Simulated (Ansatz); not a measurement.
`C[O][Ta](=[NH])([NH2])[NH2]`, relaxed with RKS PBE-D4/def2-SVP in Ansatz 0.2.0 from a rough embedded geometry. The force threshold is 0.03 eV/Å; the program also tests the step.

Charge 0, multiplicity 1. Ta: def2 effective core potential.

Start:

```xyz
14

C     0.232   -1.961    1.017
O     0.960   -0.827    1.419
Ta    0.285    0.735    0.115
N     1.466    2.379    0.410
N    -1.810    1.177    0.460
N     0.581    0.096   -1.968
H     0.434   -2.203    0.002
H    -0.846   -1.660    1.162
H     0.465   -2.804    1.759
H     2.430    2.317    0.320
H    -2.031    2.011   -0.055
H    -2.323    0.383    0.054
H    -0.242   -0.562   -2.153
H     0.398    0.918   -2.545
```

| step | energy (eV) | largest force (eV/Å) | largest move (Å) |
| --- | --- | --- | --- |
| 1 | -9223.3138 | 6.580 | 0.000 |
| 2 | -9225.5163 | 1.691 | 0.192 |
| 3 | -9225.8725 | 1.420 | 0.194 |
| 4 | -9226.0990 | 0.987 | 0.157 |
| 5 | -9226.2639 | 0.720 | 0.193 |
| 6 | -9226.3888 | 0.592 | 0.200 |
| 7 | -9226.4431 | 0.991 | 0.200 |
| 8 | -9226.5051 | 0.264 | 0.200 |
| 9 | -9226.5276 | 0.694 | 0.196 |
| 10 | -9226.5615 | 0.588 | 0.040 |
| 11 | -9226.5974 | 0.265 | 0.200 |
| 12 | -9226.6135 | 0.563 | 0.144 |
| 13 | -9226.6252 | 0.222 | 0.102 |
| 14 (rejected) | -9226.6221 | 0.093 | 0.096 |
| 15 | -9226.6291 | 0.081 | 0.047 |
| 16 | -9226.6297 | 0.017 | 0.024 |

End:

```xyz
14

C     0.356   -2.226    1.277
O    -0.111   -1.182    0.473
Ta   -0.010    0.597   -0.255
N     1.302    1.633    0.385
N    -1.718    1.566    0.161
N     0.326    0.468   -2.229
H     0.850   -3.011    0.660
H    -0.487   -2.705    1.824
H     1.095   -1.869    2.031
H     2.090    2.095    0.840
H    -1.807    2.511    0.543
H    -2.652    1.204   -0.066
H    -0.264   -0.066   -2.878
H     1.030    0.983   -2.764
```

It took 21 s on 4 threads of an Intel Xeon 6975P-C on a shared host, with 0.22 GiB of host memory at the peak.
